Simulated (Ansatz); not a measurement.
Sn₄Cl₄, relaxed as a singlet with RKS PBE0-D4/def2-SVP in Ansatz, starting from the GFN1-xTB geometry. Force threshold 0.02 eV/Å.

In the def2 sets Sn takes a core potential; there is no spin–orbit coupling. Another isomer (singlet) lies 0.79 eV lower at PBE0-D4/def2-TZVP; other spin states weren't run for this one.

Start:

| atom | x (Å) | y (Å) | z (Å) |
| --- | --- | --- | --- |
| Sn1 | -0.7127 | -0.5406 | -1.5562 |
| Sn2 | 1.6437 | -1.9958 | -0.7235 |
| Sn3 | 1.4414 | 0.8312 | 0.0662 |
| Sn4 | -0.9517 | 2.5192 | -0.4915 |
| Cl5 | 3.0769 | -2.9130 | 0.9555 |
| Cl6 | -1.5215 | 2.3665 | 1.8638 |
| Cl7 | -2.7817 | 0.7541 | -1.0729 |
| Cl8 | -0.1944 | -1.0215 | 0.9587 |

Q: Estimate the energy that the relaxation releases and the steps that it takes.

A: 10.8 kcal/mol, in 10 steps; 2.7 min on 4 threads of Intel Xeon on a shared host. No frequencies were taken in this run, so the end may be a saddle point.

Q: Does the start keep its bonding and symmetry?

A: By distances, no bond broke or formed. The bond that changes most is Sn3–Cl8, from 2.63 to 2.78 Å (atoms count from 1).

Q: Predict the relaxed structure.

A: 
```
atom   x (Å)   y (Å)   z (Å)
 Sn1  -0.977  -0.611  -1.691
 Sn2   1.777  -2.277  -0.673
 Sn3   1.354   0.630  -0.128
 Sn4  -0.869   2.697  -0.349
 Cl5   3.274  -2.414   1.200
 Cl6  -1.323   2.192   1.966
 Cl7  -2.836   1.081  -1.170
 Cl8  -0.399  -1.298   0.844
```
Bond lengths (bridged metal pairs left out): 7 × Cl–Sn 2.40 to 2.83 Å; 1 × Sn–Sn 3.04 Å.
